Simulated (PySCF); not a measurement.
C9H12O, SMILES CCc1ccc(OC)cc1.

Coordinates come from a B3LYP-D3(BJ)/def2-SVP optimisation. One conformer was computed; it need not be the lowest.

Method: TDDFT-PBE0/def2-SVP in PySCF.

Vertical excitations. The molecule is in vacuum.

Computed lowest excited states:
```tsv
state	energy (eV)	λ (nm)	f	main pairs
S1	5.07	245	0.035	HOMO→LUMO 82 %, HOMO−1→LUMO+1 16 %
S2	5.85	212	0.195	HOMO→LUMO+1 80 %, HOMO−1→LUMO 18 %
S3	6.89	180	0.564	HOMO−1→LUMO 58 %, HOMO→LUMO+2 24 %, HOMO→LUMO+1 12 %
S4	6.96	178	0.227	HOMO−1→LUMO+1 70 %, HOMO→LUMO 13 %
S5	7.01	177	0.242	HOMO→LUMO+2 66 %, HOMO−1→LUMO 20 %
S6	7.34	169	0.029	HOMO→LUMO+3 93 %
S7	7.49	166	0.002	HOMO−3→LUMO 94 %
S8	7.80	159	0.003	HOMO→LUMO+4 68 %
S9	7.83	158	0.003	HOMO−3→LUMO+1 77 %
S10	7.85	158	0.062	HOMO−2→LUMO 63 %, HOMO→LUMO+4 14 %
T1	3.93	316	0	HOMO→LUMO+1 51 %, HOMO−1→LUMO 24 %, HOMO→LUMO 21 %
T2	4.14	300	0	HOMO→LUMO 76 %, HOMO→LUMO+1 17 %
T3	4.65	267	0	HOMO−1→LUMO 70 %, HOMO→LUMO+1 28 %
T4	5.53	224	0	HOMO−1→LUMO+1 96 %
```
Triplets are in the Tamm–Dancoff approximation, which puts them higher than full response would, so one can lie above its singlet here.
